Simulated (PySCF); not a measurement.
C₅H₄NOPS.
Geometry (GFN2-xTB, Å), atoms numbered from 1 in this order:
```xyz
13
C5H4NOPS angstrom
C      2.727    0.072    0.014
O      1.767   -0.921    0.288
C      0.493   -0.576    0.037
P     -0.067    0.936   -0.575
C     -1.765    0.382   -0.532
C     -2.802    1.237   -0.946
N     -3.633    1.949   -1.286
C     -2.013   -0.882   -0.089
S     -0.664   -1.824    0.388
H      3.693   -0.356    0.273
H      2.707    0.349   -1.046
H      2.539    0.969    0.615
H     -2.987   -1.332   -0.020
```

NICS is the negative of the GIAO shielding at a point without a nucleus: at the ring centre (0) and 1 Å above and below it (1); zz is the component along the ring normal. Level: GIAO PBE0/pcSseg-1 (PySCF, non-relativistic, gas phase) on the GFN2-xTB geometry, one conformer.

Ring bond lengths (Å), with Mayer bond orders in brackets: C3–P4 1.724 (1.37), P4–C5 1.787 (1.06), C5–C8 1.362 (1.55), C8–S9 1.713 (1.17), S9–C3 1.737 (1.11).

Task: What do the NICS probes read (ppm)?

Result: 
```json
{"ring": "C3–P4–C5–C8–S9", "type": "5-membered ring with P and S; formal bonds all aromatic", "NICS(0)": "-11.5", "NICS(1), two faces": "-9.9 / -9.9", "NICS(1)zz, two faces": "-19.9 / -19.9", "rms pucker (Å)": "0.00", "centre to ring atoms, mean (Å)": "1.41"}
```

Task: What can be read from them?

Result: 
- C3–P4–C5–C8–S9: mean NICS(1)zz -19.9 ppm, shielded.

Task: What does the geometric index give? Use HOMA with the parameters of Krygowski (1993).

Result: 
- C3–P4–C5–C8–S9: HOMA 0.67; the largest term is that of P4–C5, α(R − Ropt)² = 0.95.

Task: List the ring angles and the Hirshfeld charges of the ring atoms.

Result: 
- C3–P4–C5–C8–S9: C3 119.0° (+0.002 e), P4 91.6° (+0.048 e), C5 117.9° (-0.069 e), C8 117.2° (-0.061 e), S9 94.2° (+0.139 e); sum 540.0° against 540° for a flat convex ring.

Task: How shielded are the nuclei of the rings and their hydrogens (means over atoms taken as equivalent)?

Result: 
```json
{"atoms": "C3", "environment": "aromatic carbon bearing oxygen", "σ isotropic (ppm)": "-36.4", "principal values of the symmetric part, first atom (ppm)": "-159.8, -7.3, 57.8"}
{"atoms": "P4", "environment": "phosphorus bonded to 2 C", "σ isotropic (ppm)": "184.3", "principal values of the symmetric part, first atom (ppm)": "-31.4, 166.8, 417.4"}
{"atoms": "C5", "environment": "substituted aromatic carbon", "σ isotropic (ppm)": "58.5", "principal values of the symmetric part, first atom (ppm)": "-30.4, 63.8, 142.1"}
{"atoms": "C8", "environment": "aromatic CH next to a ring sulfur", "σ isotropic (ppm)": "44.3", "principal values of the symmetric part, first atom (ppm)": "-52.8, 50.7, 134.8"}
{"atoms": "S9", "environment": "thiophene-type sulfur", "σ isotropic (ppm)": "213.3", "principal values of the symmetric part, first atom (ppm)": "68.1, 254.7, 316.9"}
{"atoms": "H13", "environment": "aromatic hydrogen", "σ isotropic (ppm)": "24.00", "principal values of the symmetric part, first atom (ppm)": "20.7, 24.5, 26.7"}
```
